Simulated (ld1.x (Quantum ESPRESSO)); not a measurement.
**Before and after: RRKJ potential for nitrogen**

* Element: nitrogen (N)
* Generator: ld1.x (Quantum ESPRESSO) 7.5
* Type: norm-conserving RRKJ (Kleinman–Bylander form)
* Functional: PBE
* Relativity: scalar-relativistic
* Frozen core: [He]
* Valence charge: 5
* Reference configuration: 2s2 2p2.5 (charge +0.5)
* Partial waves: 2s (bound): rc 0.75 bohr; 2p (bound): rc 1.10 bohr; 3d channel at 0.3 Ry: rc 1.15 bohr
* Local potential: all-electron potential smoothed inside 0.70 bohr (lloc = -1)
* Core correction: Bessel-smoothed model core inside 0.55 bohr

Change: all radii but the core radius scaled by about 1.41 (s 1.06, p 1.56, d 1.62 bohr); local potential all-electron potential smoothed inside 0.98 bohr (lloc = -1).

Cutoffs: the cutoffs (Ry, on a coarse ladder) from which the occupation-weighted sum of valence levels, in a spherical-Bessel basis at the reference potential, stays within 10 and 1 mRy of its value at 400 Ry; they do not see the model core or the augmentation charge, which bear on the density cutoff. Errors are all-electron minus pseudo energies relative to the spin-unpolarised reference configuration.

Q: How do hardness, ghosts and transferability respond?

A: The potential gets softer (90 Ry and 160 Ry → 70 Ry and 90 Ry); of the 7 tests that both files solve, the error grows in 6 and shrinks in 0 by more than 15 % and 0.3 meV (median size 40.9 → 41.4 meV); neither file shows a bound ghost. A larger radius leaves more room for a smooth pseudo-wave, so fewer plane waves are needed. More of the atom is replaced by a form fitted at one configuration, so other configurations suffer.

| quantity | base | changed |
| --- | --- | --- |
| cutoff, loose | 90 Ry | 70 Ry |
| cutoff, tight | 160 Ry | 90 Ry |
| loose cutoff by channel (10 mRy a level) | s 50 Ry, p 70 Ry | s 60 Ry, p 40 Ry |
| bound ghosts | none | none |
| error for 2s2 2p3, meV [ΔE -5.09 eV] | +1.0 | +2.3 |
| error for 2s2 2p2, meV [ΔE 8.50 eV] | +1.8 | +6.5 |
| error for 2s2 2p1, meV [ΔE 37.35 eV] | +44 | +138 |
| error for 2s0 2p5, meV [ΔE 17.95 eV] | +41 | +41 |
| error for 2s2 2p3.3, meV [ΔE -6.71 eV] | +1.6 | +3.6 |
| error for 2s2 2p0, meV [ΔE 84.43 eV] | +254 | +734 |
| error for 2s1 2p0, meV [ΔE 162.25 eV] | +489 | +1354 |
